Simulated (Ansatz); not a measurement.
Geometry optimisation, RKS BLYP-D4/def2-SVP in Ansatz.

The input (input.yaml):

```yaml
crystal:
  periodic: [false, false, false]
  atoms:
    - { symbol: Si, position_ang: [-0.426754, -0.210199, -0.328225] }
    - { symbol: H, position_ang: [0.042767, 0.765052, 2.111027] }
    - { symbol: F, position_ang: [1.018879, -0.7506, 0.15601] }
    - { symbol: H, position_ang: [-0.44616, 1.256661, -0.45765] }
    - { symbol: F, position_ang: [-0.729408, -0.883769, -1.769713] }
    - { symbol: F, position_ang: [-1.556579, -0.744277, 0.682644] }
    - { symbol: H, position_ang: [-0.607045, 0.461132, 2.159707] }
basis:
  gaussian: { orbitals: def2-SVP }
hamiltonian:
  xc: blyp
  dispersion: d4
relax:
  f_tol: 0.03
  max_steps: 50
output:
  orbitals: {}
```

Command:

```bash
$ ansatz run input.yaml --threads 1 --pin off --max-ram 2048MiB --backend cpu --events-out ev --progress --plain --runs-dir out
```

Where does it end, and by what steps?

It converged. The force dipped under the threshold on the way, but the program's further checks kept it going. After 20 steps the energy has fallen by 0.172 eV; H2 moved furthest, 1.03 Å.

| step | energy less start (eV) | largest force component (eV/Å) | accepted |
| --- | --- | --- | --- |
| 0 | 0.0000 | 1.655 | yes |
| 1 | -0.1288 | 0.351 | yes |
| 2 | -0.1614 | 0.168 | yes |
| 3 | -0.1332 | 1.132 | no |
| 4 | -0.1642 | 0.020 | yes |
| 5 | -0.1665 | 0.025 | yes |
| 6 | -0.1670 | 0.018 | yes |
| 7 | -0.1674 | 0.055 | yes |
| 8 | -0.1677 | 0.087 | yes |
| 9 | -0.1680 | 0.092 | yes |
| 10 | -0.1684 | 0.089 | yes |
| 11 | -0.1688 | 0.104 | yes |
| 12 | -0.1692 | 0.072 | yes |
| 13 | -0.1699 | 0.063 | yes |
| 14 | -0.1699 | 0.118 | yes |
| 15 | -0.1707 | 0.049 | yes |
| 16 | -0.1710 | 0.036 | yes |
| 17 | -0.1716 | 0.030 | yes |
| 18 | -0.1668 | 0.351 | no |
| 19 | -0.1700 | 0.337 | no |
| 20 | -0.1717 | 0.006 | yes |

```xyz
7
Properties=species:S:1:pos:R:3
Si -0.385 -0.288 -0.640
H -0.173 1.025 3.082
F 1.095 -0.861 -0.336
H -0.356 1.170 -0.858
F -0.963 -1.052 -1.942
F -1.336 -0.664 0.617
H -0.588 0.565 2.631
```

Whether the end is a true minimum wasn't checked by a vibrational analysis.

The run took 15 s on 1 thread of AMD EPYC 9R45 96-Core Processor (Zen 5), on a shared host, peak memory 0.14 GiB.
